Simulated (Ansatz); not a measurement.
`OC1=CB1`, 7 atoms. Charge 0, multiplicity 1. All runs use 2 threads of an Arm Neoverse V1 on a shared host. Correlated methods freeze the cores. Open-shell runs search over several starts.

Q: How many basis functions does each run have, and how long does it take in Ansatz? RKS ωB97M-V/def2-QZVPP energy; UKS B2PLYP (frozen core)/def2-TZVPP energy of the cation; UHF-CCSD(T)/def2-TZVPP energy of the cation; UKS r2SCAN-D4/def2-TZVPP energy of the cation; UKS B3LYP-D4/def2-TZVPP energy of the cation; RHF-CCSD(T)/def2-SVP energy; RKS PBE0-D4/def2-QZVPP energy; direct RPA on PBE orbitals/def2-TZVPP energy; UHF-MP2/def2-QZVPP energy of the cation; RKS B97M-V/def2-TZVPP energy; UKS ωB97M-V/def2-TZVPP energy of the cation; UKS ωB97X-V/def2-TZVPP energy of the cation. (An estimate is asked.)

A: Ansatz gave: Other jobs shared the machine, so times are rough.

| level | job | functions | wall time | peak host memory (GiB) |
| --- | --- | --- | --- | --- |
| RHF-CCSD(T)/def2-SVP | energy | 71 | 1.4 s | 0.35 |
| direct RPA on PBE orbitals/def2-TZVPP | energy | 166 | 3.2 s | 0.35 |
| RKS PBE0-D4/def2-QZVPP | energy | 318 | 4.6 s | 0.74 |
| RKS B97M-V/def2-TZVPP | energy | 166 | 6 s | 0.2 |
| RKS ωB97M-V/def2-QZVPP | energy | 318 | 12 s | 0.91 |
| UKS r2SCAN-D4/def2-TZVPP | energy of the cation | 166 | 14 s | 0.35 |
| UKS B3LYP-D4/def2-TZVPP | energy of the cation | 166 | 20 s | 0.44 |
| UKS B2PLYP (frozen core)/def2-TZVPP | energy of the cation | 166 | 23 s | 0.43 |
| UKS ωB97X-V/def2-TZVPP | energy of the cation | 166 | 50 s | 0.6 |
| UHF-MP2/def2-QZVPP | energy of the cation | 318 | 84 s | 1.2 |
| UKS ωB97M-V/def2-TZVPP | energy of the cation | 166 | 84 s | 0.63 |
| UHF-CCSD(T)/def2-TZVPP | energy of the cation | 166 | 2.1 min | 3.4 |

B3LYP here is the variant with VWN-RPA as its local correlation; programs differ in this.
